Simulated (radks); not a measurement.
Values are calculated unless marked as measured or tabulated.
Task: Mo III, 40 electrons, occupied as [Kr] 4d3.5 5s0.5 (fractional occupations, a model configuration). Code: a radial shooting solver on a logarithmic mesh with Libxc functionals. Model: scalar-relativistic Kohn-Sham, r2SCAN, spin-polarised, spherical densities, finite nucleus; open shells are filled with parallel spins first (spin-orbit coupling, left out, can overturn this in heavy ions); meta-GGA in the generalised Kohn-Sham scheme; Fermi nuclear charge, rms radius 4.4091 fm. Some entries of the table are withheld. Estimate them.

orbital  occ.  eigenvalue (eV)  <r> (bohr)
1s down     1        -19886.38     0.03517
1s up       1        -19886.36     0.03517
2s up       1        -2838.868      0.1536
2s down     1        -2838.246      0.1536
2p up       3        -2537.462      0.1340
2p down     3        -2537.014      0.1339
3s up       1        -505.6913      0.4278
3s down     1        -505.4823      0.4279
3p up       3        -406.0044      0.4299
3p down     3        -405.7316      0.4299
3d up       5        -244.4061      0.4153
3d down     5        -243.8888      0.4152
4s up       1         -87.7265       1.109
4s down     1         -84.7719       1.100
4p up       3              (1)       1.229
4p down     3              (2)       1.215
4d up     3.5         -23.6076       1.678
4d down     0         -19.3336       1.655
5s up     0.5         -18.9958       2.843
5p up       0         -13.3558       3.384

Result: 
(1) 4p up eigenvalue (eV): -61.0426
(2) 4p down eigenvalue (eV): -57.6970
